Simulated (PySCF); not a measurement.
BeF2: bending curve

Level of theory: PySCF, r2SCAN, basis Be def2-TZVP, F def2-TZVP (no relativity, density fitting).

Rigid scan from the singlet minimum (Be–F 1.382 Å (×2); F–Be–F 180.0°). Coordinate: the F–Be–F angle, bonds fixed. Energies in kJ/mol from the minimum.

```tsv
bond angle (°)	E (kJ/mol)	dipole size (D)
80	450.6	5.51
90	293.4	5.07
100	198.5	4.60
110	136.1	4.11
120	92.9	3.58
130	61.3	3.03
140	37.7	2.45
150	20.5	1.85
160	9.0	1.24
170	2.2	0.62
180	0.0	0.00
```

Other isomers or separated fragments may lie lower.
